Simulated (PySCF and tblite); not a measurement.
Values are calculated unless marked as measured or tabulated.
**Barrier and rate of a pyramidal inversion**

System: C₈H₇N, numbered as in [CH:1]#[C:2][C:3]1([C:4]#[CH:5])[CH2:6][N:7]1[CH:8]=[CH2:9].

Motion: pyramidal inversion at N7. Level: BHandHLYP/pcSseg-1 + D3(BJ) on GFN2-xTB stationary points, with GFN2-xTB thermal terms. Rate constants are transition-state-theory values, counting equivalent paths, without tunnelling. Shieldings: GIAO at the same DFT level; methyl-like tops are averaged, other torsions stay as in the two minima; line shapes leave out couplings; of unlike H on one atom, [a] is the less shielded. (PySCF 2.14 with density fitting, tblite 0.8.)

| point | symmetry | E(GFN2) kcal/mol | E(DFT) kcal/mol | ZPE change kcal/mol | lowest mode cm⁻¹ | dipole D |
| --- | --- | --- | --- | --- | --- | --- |
| start | C1 | 0.0 | 0.0 | 0.00 | 78 | 1.11 |
| saddle | Cs | 5.9 | 10.1 | -0.58 | 195i | 1.09 |
| end | C1 | 0.0 | 0.0 | -0.01 | 77 | 1.11 |

- Electronic barrier: 10.1 kcal/mol
- Barrier with zero-point energy: 9.5 kcal/mol
- ΔH‡ (298 K): 9.2 kcal/mol
- ΔS‡ (298 K, symmetry apart): -1.3 cal/(mol K)
- Paths: 1 equivalent path
- End point: the same structure with atoms interchanged, or its mirror image
- Mean lifetime of the start against this motion at 298 K: 1.8 µs
- Cost: 96 s on 1 thread of Arm Neoverse N1, shared host (rough), peak memory 0.86 GiB, launched as `OMP_NUM_THREADS=1 python ens_run.py task.json out`

```tsv
T/K	ΔG‡ kcal/mol	k s⁻¹
150	9.5	0.043
200	9.5	156
250	9.6	2.2×10⁴
298	9.6	5.6×10⁵
350	9.7	6.7×10⁶
400	9.7	4.1×10⁷
500	9.9	5.1×10⁸
```

ΔG and ΔG‡ leave out symmetry numbers and mirror images; rates count paths: 1 out.

Sites that the motion interchanges:

| nucleus | site | ppm | scale |
| --- | --- | --- | --- |
| ¹³C | C1 | 75.4 | δ against TMS |
| ¹³C | C5 | 78.2 | δ against TMS |
| ¹³C | C2 | 86.4 | δ against TMS |
| ¹³C | C4 | 84.2 | δ against TMS |
| ¹H | H on C6 [a] | 2.32 | δ against TMS |
| ¹H | H on C6 [b] | 2.01 | δ against TMS |

```json
{"nucleus": "¹³C", "sites": "C1 / C5", "¹H MHz": "250", "spread Hz": "176", "coalescence K": "208", "k there s⁻¹": "390"}
{"nucleus": "¹³C", "sites": "C1 / C5", "¹H MHz": "500", "spread Hz": "352", "coalescence K": "214", "k there s⁻¹": "786"}
{"nucleus": "¹³C", "sites": "C1 / C5", "¹H MHz": "800", "spread Hz": "562", "coalescence K": "218", "k there s⁻¹": "1250"}
{"nucleus": "¹³C", "sites": "C2 / C4", "¹H MHz": "250", "spread Hz": "142", "coalescence K": "206", "k there s⁻¹": "317"}
{"nucleus": "¹³C", "sites": "C2 / C4", "¹H MHz": "500", "spread Hz": "284", "coalescence K": "212", "k there s⁻¹": "632"}
{"nucleus": "¹³C", "sites": "C2 / C4", "¹H MHz": "800", "spread Hz": "454", "coalescence K": "216", "k there s⁻¹": "1010"}
{"nucleus": "¹H", "sites": "H on C6 [a] / H on C6 [b]", "¹H MHz": "250", "spread Hz": "78", "coalescence K": "201", "k there s⁻¹": "174"}
{"nucleus": "¹H", "sites": "H on C6 [a] / H on C6 [b]", "¹H MHz": "500", "spread Hz": "157", "coalescence K": "207", "k there s⁻¹": "347"}
{"nucleus": "¹H", "sites": "H on C6 [a] / H on C6 [b]", "¹H MHz": "800", "spread Hz": "251", "coalescence K": "211", "k there s⁻¹": "560"}
```
